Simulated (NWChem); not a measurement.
**Ionisation of HBCl**

SMILES: [BH]Cl
```xyz
3

B      1.1530    -0.4627     0.0000
Cl    -0.4637     0.1207     0.0000
H      2.1185     0.2615     0.0000
```
Charge 0, spin multiplicity 2.

All runs are NWChem calculations. Structure: optimised with UPBE0/def2-SVP, a minimum by its harmonic frequencies.

Basis set: def2-TZVPD. The species with one electron less has spin multiplicity 1 and keeps the geometry of the parent. Δ marks differences of total energies (open shells unrestricted). That singlet is a closed-shell solution.

B3LYP has NWChem's definition, with VWN1-RPA local correlation. The structure started from a generated list of species. The unpaired electrons of the parent sit in orbitals of symmetry a' (Cs labels of the run); other states weren't searched. No SCF solution was tested for a lower state.

### Question
For the first vertical ionisation energy, evGW0@PBE0 gives 8.70 eV and ΔB3LYP gives 8.85 eV. What do G0W0@B3LYP, ΔPBE0 give?

### Answer
G0W0@B3LYP: 8.46 eV; ΔPBE0: 8.88 eV.
